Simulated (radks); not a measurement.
Values are calculated unless marked as measured or tabulated.
Species: Al+. Configuration: [Ne] 3s2.

Level of theory: Dirac Kohn-Sham, PBE, spin-unpolarised, spherical densities, finite nucleus; Fermi nuclear charge, rms radius 3.061 fm (a radial shooting solver on a logarithmic mesh with Libxc functionals).

Energy parts (eV):
total: -6598.028
kinetic: 6612.901
electron-nucleus: -15686.828
Hartree: 2972.439
exchange-correlation: -496.540

Orbitals (lengths in bohr, moments of r in powers of bohr):
orbital  occ.  eigenvalue (eV)      <r^4>  small-component weight
1s1/2       2        -1519.533  0.0009828                2.11e-03
2s1/2       2        -116.4939     0.4150                2.87e-04
2p1/2       2         -78.2777     0.4859                2.65e-04
2p3/2       4         -77.8358     0.4926                2.63e-04
3s1/2       2         -14.8100      69.84                3.37e-05

The highest occupied level is 3s1/2 at -14.810 eV. The electron density at the nucleus is 1504 e/bohr^3. For comparison, the ionisation energy in NIST's Atomic Spectra Database is 18.829 eV (measured). In exact Kohn-Sham theory the highest level is minus the ionisation energy, but local and semilocal functionals leave it too shallow, through self-interaction and a potential that decays too fast; potentials with the right tail come closer. Summed over all electrons, <r^2> = 16.79 bohr^2, which gives a Langevin (diamagnetic) susceptibility term of -13.3 x 10^-6 cm^3/mol. The density falls to 0.001 e/bohr^3 at r = 3.89 bohr.
